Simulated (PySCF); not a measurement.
Al(F)(OMe)2 (C2H6AlFO2), SMILES C[O][Al]([F])[O]C.

Geometry optimised at PBE0-D3(BJ)/def2-SVP. The structure was generated by enumeration; whether it is a known compound was not checked. The values are those of a single conformer.

Method: IEF-PCM-ωB97X/def2-SVP (PySCF).

The values are the electrostatic part of the solvation free energy, E(continuum) − E(gas) at the gas-phase geometry, in a cavity of scaled van der Waals radii (PySCF's table); cavitation and dispersion terms are not included. A continuum can't describe solvent molecules that bind to the metal. In vacuum the orbital gap is 12.19 eV. The dipole moment in vacuum is 1.96 D.

```json
[
 {"solvent": "water", "ε": "78.36", "ΔG(elec) (kcal/mol)": "-6.8", "dipole (D)": "2.18", "gap (eV)": "12.30"},
 {"solvent": "acetonitrile", "ε": "35.69", "ΔG(elec) (kcal/mol)": "-6.6", "dipole (D)": "2.17", "gap (eV)": "12.30"},
 {"solvent": "N,N-dimethylformamide", "ε": "37.22", "ΔG(elec) (kcal/mol)": "-6.6", "dipole (D)": "2.17", "gap (eV)": "12.30"}
]
```
